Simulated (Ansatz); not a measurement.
Input file for Ansatz (a quantum-chemistry and plane-wave program): U-PBE0/def2-TZVPP on C3H4O (SMILES [CH2]C([CH2])=O), 2S+1 = 1, a spin state set in the input, which need not be the lowest, at the other state's geometry.

Ansatz 0.2 input:
```yaml
crystal:
  periodic: [false, false, false]
  atoms:
    - {symbol: C, position_ang: [1.09606926, -0.71668659, 0.49568454]}
    - {symbol: C, position_ang: [0.01086881, 0.06467561, -0.01627381]}
    - {symbol: C, position_ang: [-1.29843370, -0.48749652, -0.19268554]}
    - {symbol: O, position_ang: [0.21437627, 1.27566028, -0.32098423]}
    - {symbol: H, position_ang: [2.06177922, -0.24636957, 0.60719069]}
    - {symbol: H, position_ang: [0.97521907, -1.75552470, 0.77100672]}
    - {symbol: H, position_ang: [-2.07799619, 0.14986942, -0.58290912]}
    - {symbol: H, position_ang: [-1.52503847, -1.51621232, 0.05223439]}
basis:
  gaussian:
    orbitals: def2-TZVPP
hamiltonian:
  xc: {name: PBE0}
magnetization: {spin_polarized: true, initial_magnetization: 0}
```

Program output:

```
WARN ansatz: RAYON_NUM_THREADS=1 ignored (pool sized by the plan → 1); use --threads N
Functional definition: PBE0
integrals: 0.07 GiB planned
927 factors; their error is unknown
mean field: 0.88 GiB planned
mean field evaluation 1: about -5208.9736 eV, gradient 3.9e1 eV
mean field evaluation 2: about -5156.2300 eV, gradient 1.0e2 eV
mean field evaluation 4: about -5214.8591 eV, gradient 8.4e0 eV
mean field evaluation 8: about -5215.2061 eV, gradient 3.6e-1 eV
mean field evaluation 16: about -5215.2065 eV, gradient 8.6e-5 eV
mean field evaluation 32: about -5214.2044 eV, gradient 2.0e1 eV
mean field evaluation 64: about -5215.1233 eV, gradient 4.5e-5 eV
mean field -5215.96525753 eV, -191.6831877059 hartree, gradient 1.4e-5 eV, S^2 0.877545; 7 other end points of the search recorded, 0 dependent functions left out
reference -5215.96528429 eV, -191.6831886893 hartree; 15, 15 occupied and 165, 165 virtual orbitals, 927 factors
Total energy: -5215.96528429 eV, -191.6831886893 hartree
```

The run converged. Its determinant has ⟨S²⟩ = 0.88, a mixture of spin states.

Cost: about 40 core-seconds (a rough figure).
